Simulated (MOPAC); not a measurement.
MOPAC input (AM1):

```
AM1 FORCE THERMO(298,298) PRECISE LET GEO-OK AUX(PRECISION=9) THREADS=1
C2H8Ge

C    -1.59121032 1   -0.68357305 1   -0.35498672 1
Ge   -0.00009410 1    0.37985862 1    0.16877087 1
C     1.59155245 1   -0.72098866 1   -0.26908862 1
H    -2.49660281 1   -0.09390199 1   -0.12212393 1
H    -1.53155384 1   -0.89054974 1   -1.43937727 1
H    -1.58498922 1   -1.62787956 1    0.21992321 1
H    -0.03836856 1    0.62358600 1    1.69303748 1
H     0.03782281 1    1.67437655 1   -0.67193264 1
H     1.53217939 1   -1.66451075 1    0.30407618 1
H     2.49664448 1   -0.15256380 1    0.01262952 1
H     1.58561268 1   -0.92721368 1   -1.35522632 1
```

Output:

```
 *******************************************************************************
 **                                                                           **
 **                              MOPAC v23.2.5                                **
 **                                                                           **
 *******************************************************************************
 ** MOPAC's Digital Object Identifier: https://doi.org/10.5281/zenodo.6511958 **
 **                                                                           **
 ** Please cite the open-source release paper for use of this MOPAC version:  **
 ** J. E. Moussa and J. J. P. Stewart (2026)                                  **
 ** MOPAC: An open-source semiempirical molecular orbital program             **
 ** J. Open Source Softw., 11(119), 8025, https://doi.org/10.21105/joss.08025 **
 *******************************************************************************

                              AM1 CALCULATION RESULTS

 *******************************************************************************
 *  AM1        - The AM1 Hamiltonian to be used
 *  GEO-OK     - OVERRIDE INTERATOMIC DISTANCE AND OTHER SAFETY CHECKS
 *  LET        - OVERRIDE SOME SAFETY CHECKS
 *  PRECISE    - TIGHTER CRITERIA TO BE USED
 *  FORCE      - FORCE CALCULATION SPECIFIED
 *  AUX        - OUTPUT AUXILIARY INFORMATION
 *  THERMO     - THERMODYNAMIC QUANTITIES TO BE CALCULATED
 *******************************************************************************
AM1 FORCE THERMO(298,298) PRECISE LET GEO-OK AUX(PRECISION=9) THREADS=1
 C2H8Ge

   ATOM   CHEMICAL          X               Y               Z
  NUMBER   SYMBOL      (ANGSTROMS)     (ANGSTROMS)     (ANGSTROMS)

     1       C         -1.59121032  *  -0.68357305  *  -0.35498672  *
     2      Ge         -0.00009410  *   0.37985862  *   0.16877087  *
     3       C          1.59155245  *  -0.72098866  *  -0.26908862  *
     4       H         -2.49660281  *  -0.09390199  *  -0.12212393  *
     5       H         -1.53155384  *  -0.89054974  *  -1.43937727  *
     6       H         -1.58498922  *  -1.62787956  *   0.21992321  *
     7       H         -0.03836856  *   0.62358600  *   1.69303748  *
     8       H          0.03782281  *   1.67437655  *  -0.67193264  *
     9       H          1.53217939  *  -1.66451075  *   0.30407618  *
    10       H          2.49664448  *  -0.15256380  *   0.01262952  *
    11       H          1.58561268  *  -0.92721368  *  -1.35522632  *

          CARTESIAN COORDINATES

    NO.       ATOM           X           Y           Z

     1         C         -1.5912     -0.6836     -0.3550
     2        Ge         -0.0001      0.3799      0.1688
     3         C          1.5916     -0.7210     -0.2691
     4         H         -2.4966     -0.0939     -0.1221
     5         H         -1.5316     -0.8905     -1.4394
     6         H         -1.5850     -1.6279      0.2199
     7         H         -0.0384      0.6236      1.6930
     8         H          0.0378      1.6744     -0.6719
     9         H          1.5322     -1.6645      0.3041
    10         H          2.4966     -0.1526      0.0126
    11         H          1.5856     -0.9272     -1.3552

  H: (AM1): M.J.S. DEWAR ET AL, J. AM. CHEM. SOC. 107 3902-3909 (1985)
  C: (AM1): M.J.S. DEWAR ET AL, J. AM. CHEM. SOC. 107 3902-3909 (1985)
[...]
 VIBRATION         23    5A2          ATOM PAIR      ENERGY CONTRIBUTION    RADIAL
 FREQUENCY          3115.56         C  3 -- H  9         +24.5% ( 51.0%)     97.4%
 TRANSITION DIPOLE   0.0000         C  3 -- H 11         +24.5% ( 51.0%)     97.4%
 TRAVEL (Ang.)       0.2907         C  1 -- H  5         +24.5% ( 51.0%)     97.4%
 REDUCED MASS        0.2560         C  1 -- H  6         +24.5% ( 51.0%)     97.3%
 EFFECTIVE MASS      1.5097
 FORCE CONSTANT      1.4643

 VIBRATION         24    8A1          ATOM PAIR      ENERGY CONTRIBUTION    RADIAL
 FREQUENCY          3116.91         C  1 -- H  4         +32.1% ( 58.4%)     99.2%
 TRANSITION DIPOLE   0.1368         C  3 -- H 10         +32.1% ( 58.4%)     99.2%
 TRAVEL (Ang.)       0.2932         C  1 -- H  5          +8.7% ( 30.4%)     84.8%
 REDUCED MASS        0.2517         C  1 -- H  6          +8.7% ( 30.4%)     84.8%
 EFFECTIVE MASS      1.5117
 FORCE CONSTANT      1.4409

 VIBRATION         25    6B2          ATOM PAIR      ENERGY CONTRIBUTION    RADIAL
 FREQUENCY          3116.92         C  3 -- H 10         +32.1% ( 58.4%)     99.2%
 TRANSITION DIPOLE   0.0960         C  1 -- H  4         +32.1% ( 58.4%)     99.2%
 TRAVEL (Ang.)       0.2931         C  3 -- H 11          +8.7% ( 30.4%)     84.8%
 REDUCED MASS        0.2519         C  3 -- H  9          +8.7% ( 30.4%)     84.8%
 EFFECTIVE MASS      1.5094
 FORCE CONSTANT      1.4418

 VIBRATION         26    9A1          ATOM PAIR      ENERGY CONTRIBUTION    RADIAL
 FREQUENCY          3192.65         C  1 -- H  4         +17.2% ( 39.9%)     97.9%
 TRANSITION DIPOLE   0.0310         C  3 -- H 10         +17.2% ( 39.9%)     97.9%
 TRAVEL (Ang.)       0.3586         C  1 -- H  5         +16.4% ( 38.9%)     97.7%
 REDUCED MASS        0.1642         C  1 -- H  6         +16.4% ( 38.9%)     97.7%
 EFFECTIVE MASS      1.0943         C  3 -- H 11         +16.4% ( 38.9%)     97.7%
 FORCE CONSTANT      0.9862         C  3 -- H  9         +16.4% ( 38.9%)     97.7%

 VIBRATION         27    7B2          ATOM PAIR      ENERGY CONTRIBUTION    RADIAL
 FREQUENCY          3193.00         C  3 -- H 10         +17.2% ( 39.8%)     97.8%
 TRANSITION DIPOLE   0.0990         C  1 -- H  4         +17.2% ( 39.8%)     97.8%
 TRAVEL (Ang.)       0.3586         C  3 -- H  9         +16.4% ( 38.9%)     97.6%
 REDUCED MASS        0.1642         C  3 -- H 11         +16.4% ( 38.9%)     97.6%
 EFFECTIVE MASS      1.0960         C  1 -- H  5         +16.4% ( 38.9%)     97.6%
 FORCE CONSTANT      0.9862         C  1 -- H  6         +16.4% ( 38.9%)     97.6%

      SYMMETRY NUMBER FOR POINT-GROUP C2v =  2

          SYSTEM IS A GROUND STATE

 C2H8Ge

          MOLECULE IS NOT LINEAR

          THERE ARE 27 GENUINE VIBRATIONS IN THIS SYSTEM
          THIS THERMODYNAMICS CALCULATION IS LIMITED TO
          MOLECULES WHICH HAVE NO INTERNAL ROTATIONS

                    CALCULATED THERMODYNAMIC PROPERTIES
                                          *
   TEMP. (K)   PARTITION FUNCTION   H.O.F.    ENTHALPY  HEAT CAPACITY ENTROPY
                                   KCAL/MOL   CAL/MOLE    CAL/K/MOL  CAL/K/MOL

 298.00  VIB.     0.1376D+03                  2537.3731    16.7130    18.3010
         ROT.     0.2631D+05                   888.2803     2.9808    23.2063
         INT.     0.3622D+07                  3425.6534    19.6938    41.5073
         TRA.     0.1035D+28                  1480.4672     4.9680    39.8520
         TOT.                        1.284    4906.1205    24.6618    81.3593

   *: NOTE: HEATS OF FORMATION ARE RELATIVE TO THE
            ELEMENTS IN THEIR STANDARD STATE AT 298K
              (=  Standard Enthalpy of Formation).

            Hvib:  Zero-point energy is not included.
                   frequencies of less than zero cm-1 are not included.
            Hrot = (3/2)RT
            Htra = (3/2)RT + pV = (5/2)RT

            Heat capacity is Cp, not Cv

          For more information, see: HTTP://OpenMOPAC.net/Manual/thermochemistry.html

           FORCE CONSTANT IN CARTESIAN COORDINATES (Millidynes/A)

    ATOM   CHEMICAL       X               Y               Z
   NUMBER   SYMBOL  FORCE CONSTANT  FORCE CONSTANT  FORCE CONSTANT

      1       C        4.520499        7.750027        7.717083
      2      Ge        3.755063        3.774075        3.992569
      3       C        7.487839        4.782686        7.717083
      4       H        0.972914        5.032593        0.655480
      5       H        0.975325        1.746404        3.932550
      6       H        0.975344        1.746437        3.932498
      7       H        0.378112        0.548223        1.582649
      8       H        0.378121        0.548236        1.582627
      9       H        1.289747        1.432034        3.932497
     10       H        5.480452        0.525054        0.655480
     11       H        1.289724        1.432004        3.932551

 **********************
 *                    *
 * JOB ENDED NORMALLY *
 *                    *
 **********************

 == MOPAC DONE ==
```
